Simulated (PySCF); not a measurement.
C$_{3}$H$_{8}$N (SMILES [CH2]NCC), doublet, geometry from GFN2-xTB, with bond 8-3 at 1.3 times its length; HF/STO-3G (PySCF).

PySCF was given this input:
```python
from pyscf import gto, scf

mol = gto.Mole()
mol.atom = '''
    C     1.838378    0.507686    0.145237
    N     0.470152    0.430494    0.367500
    C    -0.351183   -0.324369   -0.548644
    C    -1.737169   -0.545382    0.044242
    H     2.310593   -0.390535   -0.207466
    H     2.387025    1.144895    0.812663
    H     0.054203    1.310435    0.645959
    H    -0.472951    0.329837   -1.818747
    H     0.142965   -1.285158   -0.716877
    H    -1.658030   -1.048781    1.004448
    H    -2.338236   -1.156372   -0.623640
    H    -2.244886    0.405585    0.193051
'''
mol.basis = 'sto-3g'
mol.charge = 0
mol.spin = 1
mol.verbose = 4
mol.build()

mf = scf.UHF(mol)
mf.damp = 0.5
mf.diis_start_cycle = 5
mf.kernel()
```

It wrote (shortened):

```
PySCF version 2.14.0

[INPUT] verbose = 4
[INPUT] num. atoms = 12
[INPUT] num. electrons = 33
[INPUT] charge = 0
[INPUT] spin (= nelec alpha-beta = 2S) = 1
[INPUT] symmetry False subgroup None
[INPUT] Mole.unit = angstrom
[INPUT] Symbol           X                Y                Z      unit          X                Y                Z       unit  Magmom
[INPUT]  1 C      1.838378000000   0.507686000000   0.145237000000 AA    3.474030933426   0.959387497276   0.274458153153 Bohr   0.0
[INPUT]  2 N      0.470152000000   0.430494000000   0.367500000000 AA    0.888458516917   0.813515758269   0.694474350778 Bohr   0.0
[INPUT]  3 C     -0.351183000000  -0.324369000000  -0.548644000000 AA   -0.663639689603  -0.612968573299  -1.036786899886 Bohr   0.0
[INPUT]  4 C     -1.737169000000  -0.545382000000   0.044242000000 AA   -3.282773642085  -1.030622613268   0.083605263203 Bohr   0.0
[INPUT]  5 H      2.310593000000  -0.390535000000  -0.207466000000 AA    4.366387955337  -0.738004192057  -0.392053920159 Bohr   0.0
[INPUT]  6 H      2.387025000000   1.144895000000   0.812663000000 AA    4.510823502490   2.163537991384   1.535710501567 Bohr   0.0
[INPUT]  7 H      0.054203000000   1.310435000000   0.645959000000 AA    0.102428825130   2.476363254044   1.220685597698 Bohr   0.0
[INPUT]  8 H     -0.472951000000   0.329837000000  -1.818747000000 AA   -0.893747860339   0.623301595748  -3.436933719874 Bohr   0.0
[INPUT]  9 H      0.142965000000  -1.285158000000  -0.716877000000 AA    0.270164695398  -2.428596646794  -1.354701195000 Bohr   0.0
[INPUT] 10 H     -1.658030000000  -1.048781000000   1.004448000000 AA   -3.133222606313  -1.981908854647   1.898131626367 Bohr   0.0
[INPUT] 11 H     -2.338236000000  -1.156372000000  -0.623640000000 AA   -4.418625654599  -2.185226378116  -1.178508800324 Bohr   0.0
[INPUT] 12 H     -2.244886000000   0.405585000000   0.193051000000 AA   -4.242219720870   0.766444570232   0.364813518073 Bohr   0.0

nuclear repulsion = 125.035452889355
number of shells = 20
number of NR pGTOs = 84
number of NR cGTOs = 28
basis = sto-3g
ecp = {}

******** <class 'pyscf.scf.uhf.UHF'> ********
method = UHF
initial guess = minao
damping factor = 0.5
level_shift factor = 0
DIIS = <class 'pyscf.scf.diis.CDIIS'>
diis_start_cycle = 5
diis_space = 8
diis_damp = 0
SCF conv_tol = 1e-09
SCF conv_tol_grad = None
SCF max_cycles = 50
direct_scf = True
direct_scf_tol = 1e-13
number electrons alpha = 17  beta = 16
Set gradient conv threshold to 3.16228e-05
init E= -170.916773442161

cycle= 1 E= -170.45826307824  delta_E= 0.459  |g|= 0.182  |ddm|= 2.88
cycle= 2 E= -170.482041073249  delta_E= -0.0238  |g|= 0.107  |ddm|= 0.195
cycle= 3 E= -170.490218957156  delta_E= -0.00818  |g|= 0.0692  |ddm|= 0.107
cycle= 4 E= -170.493794736798  delta_E= -0.00358  |g|= 0.0474  |ddm|= 0.068
cycle= 5 E= -170.496720342239  delta_E= -0.00293  |g|= 0.022  |ddm|= 0.0903
cycle= 6 E= -170.497493327562  delta_E= -0.000773  |g|= 0.013  |ddm|= 0.0424
cycle= 7 E= -170.49792705334  delta_E= -0.000434  |g|= 0.00374  |ddm|= 0.0503
cycle= 8 E= -170.49796001514  delta_E= -3.3e-05  |g|= 0.00107  |ddm|= 0.0147
cycle= 9 E= -170.497961828119  delta_E= -1.81e-06  |g|= 0.000498  |ddm|= 0.00314
cycle= 10 E= -170.497962405766  delta_E= -5.78e-07  |g|= 0.00019  |ddm|= 0.00197
cycle= 11 E= -170.497962526146  delta_E= -1.2e-07  |g|= 0.000122  |ddm|= 0.000795
cycle= 12 E= -170.497962601475  delta_E= -7.53e-08  |g|= 8.29e-05  |ddm|= 0.000699
cycle= 13 E= -170.497962656377  delta_E= -5.49e-08  |g|= 3.8e-05  |ddm|= 0.000914
cycle= 14 E= -170.497962664826  delta_E= -8.45e-09  |g|= 1.77e-05  |ddm|= 0.000368
cycle= 15 E= -170.497962666071  delta_E= -1.24e-09  |g|= 5.39e-06  |ddm|= 0.000153
cycle= 16 E= -170.49796266614  delta_E= -6.87e-11  |g|= 1.53e-06  |ddm|= 2.7e-05
Extra cycle  E= -170.497962666142  delta_E= -2.9e-12  |g|= 9.4e-07  |ddm|= 2.6e-06
converged SCF energy = -170.497962666142  <S^2> = 0.75876671  2S+1 = 2.0087476
```
